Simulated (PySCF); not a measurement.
Run record for `FC(F)(F)[C@@H]1C=CC[SiH2]1`: PBE0/MINI, TDA, 1 singlet.

Method: TDA PBE0/MINI, vertical, gas phase, core orbitals frozen in the response (PySCF 2.14.0, density-fitted response routines). Geometry: GFN2-xTB. The command runs a driver script over a list of jobs; the input below is this job's line of settings and its coordinates in Å.

Command:
```bash
OMP_NUM_THREADS=1 python probes_run.py task.json out
```

Input:
```
{"job": {"kind": "uv", "xc": "PBE0", "basis": "MINI", "nstates": 1, "ntriplets": 2, "tda": true}, "charge": 0, "multiplicity": 1}
F     -2.702105    -0.957593     0.727101
C     -1.872249     0.084727     0.535445
F     -1.362762     0.379523     1.745006
F     -2.663257     1.126186     0.205559
C     -0.810778    -0.169070    -0.494183
C      0.042989    -1.335273    -0.075634
C      1.320994    -1.117317     0.179170
C      1.873938     0.269690     0.036848
Si     0.409988     1.313743    -0.599917
H     -1.337790    -0.388713    -1.425795
H     -0.423273    -2.304359     0.019099
H      1.988455    -1.907766     0.488698
H      2.732089     0.263319    -0.636146
H      2.250659     0.611573     1.002581
H      0.016692     2.409644     0.278752
H      0.528812     1.730627    -1.997995
```

**Question.** What does the run print?

**Answer.** 
```
coarse grid: 14656 points
cycle   1  E = -777.7701092603  dE =  1.501e+00  |g| = 6.867e-01  |ddm| = 6.122e+00
cycle   2  E = -777.8131036301  dE = -4.299e-02  |g| = 6.307e-01  |ddm| = 2.034e+00
cycle   3  E = -777.9315705324  dE = -1.185e-01  |g| = 7.625e-02  |ddm| = 9.853e-01
cycle   4  E = -777.9333467107  dE = -1.776e-03  |g| = 2.348e-02  |ddm| = 1.568e-01
cycle   5  E = -777.9335137547  dE = -1.670e-04  |g| = 6.404e-03  |ddm| = 4.073e-02
cycle   6  E = -777.9335268813  dE = -1.313e-05  |g| = 1.022e-03  |ddm| = 1.219e-02
cycle   7  E = -777.9335272480  dE = -3.666e-07  |g| = 1.293e-04  |ddm| = 2.172e-03
final grid: 140384 points
cycle   8  E = -778.0231229626  dE = -1.850e-05  |g| = 3.615e-03  |ddm| = 2.016e-02
cycle   9  E = -778.0231237852  dE = -8.226e-07  |g| = 3.361e-03  |ddm| = 1.265e-02
cycle  10  E = -778.0231275910  dE = -3.806e-06  |g| = 2.772e-04  |ddm| = 6.222e-03
cycle  11  E = -778.0231276178  dE = -2.680e-08  |g| = 4.117e-05  |ddm| = 5.845e-04
cycle  12  E = -778.0231276183  dE = -5.248e-10  |g| = 1.169e-05  |ddm| = 8.879e-05
converged SCF energy = -778.0231276183

Static polarisability (au): isotropic 51.521, principal 37.349 55.311 61.904

Singlet excitations
state   eV       nm        f      main configurations
  1   7.8892    157.2   0.02812   H-1->L 0.81, H->L 0.13

Triplet excitations (Tamm-Dancoff, eV): 4.6333 7.7723
```

The SCF starts on a coarse grid where the log names one; the energy can jump when the final grid takes over, and dE then counts from the start density on the new grid. H and L stand for HOMO and LUMO; the number after each pair is its weight.

**Question.** Give the mean polarisability as a volume in Å³, and the ratio of the largest to the smallest principal value.

**Answer.** 51.521 au × 0.148185 = 7.63 Å³; 61.904/37.349 = 1.66.

**Question.** Give S1 in cm⁻¹ and kJ/mol.

**Answer.** 7.8892 eV × 8065.54 = 63631 cm⁻¹; × 96.485 = 761.2 kJ/mol.

In short: SCF converged in 12 cycles with 56 basis and 860 fitting functions; HOMO -9.72 eV, LUMO -1.49 eV; lowest singlet 7.89 eV; lowest triplet 4.63 eV (Tamm–Dancoff); mean polarisability 51.5 au.

The run took 16 s wall (with the writing of density and orbital grids) on one thread of an Arm Neoverse N1, shared host with 64 logical CPUs at a one-minute load of 58, and the process peaked at 0.47 GiB of memory.
